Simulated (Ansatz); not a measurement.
Relaxation of CH9GeNOSi (14 atoms, charge 0, multiplicity 1), to a largest force component of 0.015 eV/Å in at most 40 steps.

All numbers below come from RKS BLYP-D4/def2-SVP (Ansatz).

```xyz
14
Properties=species:S:1:pos:R:3
C -1.541 1.565 0.356
N -0.485 0.768 0.794
Si 0.234 -0.056 -0.629
O -0.807 -1.082 -1.366
Ge 2.077 -1.314 0.088
H -2.047 2.129 1.220
H -1.196 2.401 -0.345
H -2.337 1.018 -0.163
H -0.872 0.043 1.455
H 0.732 0.945 -1.565
H -1.574 -0.499 -1.753
H 1.609 -2.355 1.147
H 3.063 -0.344 0.761
H 2.699 -2.008 -1.090
```

**Question.** Where does it end, and by what steps?

**Answer.** The forces met the threshold. After 15 steps the energy has fallen by 0.682 eV; H8 moved furthest, 0.89 Å.

| step | energy less start (eV) | largest force component (eV/Å) | accepted |
| --- | --- | --- | --- |
| 0 | 0.0000 | 3.337 | yes |
| 1 | -0.4737 | 1.322 | yes |
| 2 | -0.5941 | 0.468 | yes |
| 3 | -0.5568 | 1.064 | no |
| 4 | -0.6313 | 0.093 | yes |
| 5 | -0.6472 | 0.147 | yes |
| 6 | -0.6599 | 0.146 | yes |
| 7 | -0.6673 | 0.214 | yes |
| 8 | -0.6739 | 0.135 | yes |
| 9 | -0.6779 | 0.082 | yes |
| 10 | -0.6793 | 0.054 | yes |
| 11 | -0.6804 | 0.052 | yes |
| 12 | -0.6810 | 0.034 | yes |
| 13 | -0.6812 | 0.092 | yes |
| 14 | -0.6815 | 0.021 | yes |
| 15 | -0.6816 | 0.014 | yes |

```xyz
14
Properties=species:S:1:pos:R:3
C -1.588 1.730 0.541
N -0.788 0.506 0.519
Si 0.171 -0.112 -0.795
O -0.545 -1.296 -1.774
Ge 2.049 -1.260 0.150
H -1.421 2.320 1.470
H -1.299 2.379 -0.310
H -2.686 1.546 0.457
H -0.969 -0.117 1.312
H 0.522 1.106 -1.608
H -1.342 -1.012 -2.262
H 1.565 -2.215 1.284
H 3.040 -0.251 0.802
H 2.847 -2.115 -0.876
```

Time of the run: 64 s on 2 threads of Arm Neoverse V1, on a shared host, peak memory 0.19 GiB.
